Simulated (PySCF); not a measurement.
Species: C₅H₆OS₂.
Cartesian coordinates in Å at the GFN2-xTB level; atoms count from 1:
```
atom  x, y, z in Å
C1    -2.0327   -0.8264    0.7330
C2    -0.9231   -0.6424   -0.2609
O3    -0.2989   -1.5529   -0.7488
C4    -0.5762    0.7952   -0.5642
S5     0.6368    1.2904    0.7258
C6     1.9981    0.2580    0.2358
C7     3.2383    0.5969    0.4022
S8     4.7277    0.9877    0.6294
H9    -1.9181   -0.1307    1.5608
H10   -2.9803   -0.6152    0.2389
H11   -2.0469   -1.8490    1.1004
H12   -1.4201    1.4702   -0.4463
H13   -0.1073    0.9151   -1.5398
H14    1.7021   -0.6972   -0.1732
```

Computed with TDDFT wB97X-D/def2-SVPD, vertical, gas phase, core orbitals frozen in the response in PySCF 2.14.0, density-fitted response routines.

Orbital energies (eV): HOMO-3 -10.98, HOMO-2 -10.33, HOMO-1 -9.45, HOMO -7.90, LUMO -0.82, LUMO+1 0.59, LUMO+2 1.51.

Lowest singlets, with some entries withheld (?).

| state | ν̃ (cm⁻¹) | f | main configurations (H = HOMO, L = LUMO) |
| --- | --- | --- | --- |
| S1 | 16360 | 0.0002 | H→L (94%) |
| S2 | ? | ? | ? |
| S3 | 35890 | 0.0025 | H-1→L (57%), H-2→L (27%) |
| S4 | 37720 | 0.011 | H→L+1 (36%), H-1→L+1 (25%), H-2→L+1 (20%) |
| S5 | ? | ? | ? |
| S6 | 45870 | 0.096 | H→L+2 (21%), H-1→L (19%), H-2→L (18%) |
| S7 | 46980 | 0.0045 | H→L+3 (17%), H-2→L (13%), H→L+4 (12%) |
| S8 | 48930 | 0.048 | H→L+4 (55%) |

Task: What stands in place of each question mark?

Result: 
- S2: ν̃ = 33830 cm⁻¹; f = 0.0040; H-1→L+1 (45%), H→L+1 (45%)
- S5: ν̃ = 42270 cm⁻¹; f = 0.031; H→L+2 (46%), H-3→L (25%), H-2→L (10%)

Task: Where do the lowest triplets lie (Tamm–Dancoff)?

Result: T1 1.72 eV, H→L (94%); T2 3.72 eV, H-1→L+1 (47%), H→L+1 (31%), H→L+2 (8%); T3 3.81 eV, H-3→L (77%). E(S1) − E(T1) = +0.31 eV.

Task: What is the mean static polarisability from the same response equations?

Result: 111.3 au (16.49 Å³), with principal values 76.6, 86.8 and 170.4 au.

Task: How far apart are S2 and S4, in eV and cm⁻¹?

Result: 4.676 − 4.195 = 0.481 eV, or about 3880 cm⁻¹.

One conformer stands for the species.
